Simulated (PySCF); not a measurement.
2-chlorobuta-1,3-diene (C4H5Cl), SMILES C(=C)(C=C)Cl.

The structure is a stationary point at B3LYP-D3(BJ)/def2-SVP. Other conformers were not sampled.

Method: PBE/def2-TZVP (PySCF).

The total energy comes out as -615.26476 hartree, the point group comes out as Cs and the highest occupied level is -6.03 eV. The lowest empty level is -2.21 eV and the orbital gap comes out as 3.82 eV. The dipole moment comes out as 1.40 D. The quadrupole, principal values (traceless, Buckingham form, about the centre of nuclear charge) is -6.29, 2.00, 4.29 D·Å and the mean static polarisability comes out as 65.0 bohr³ (9.64 Å³). The polarisability, principal values is 37.0, 65.1, 93.0 bohr³.
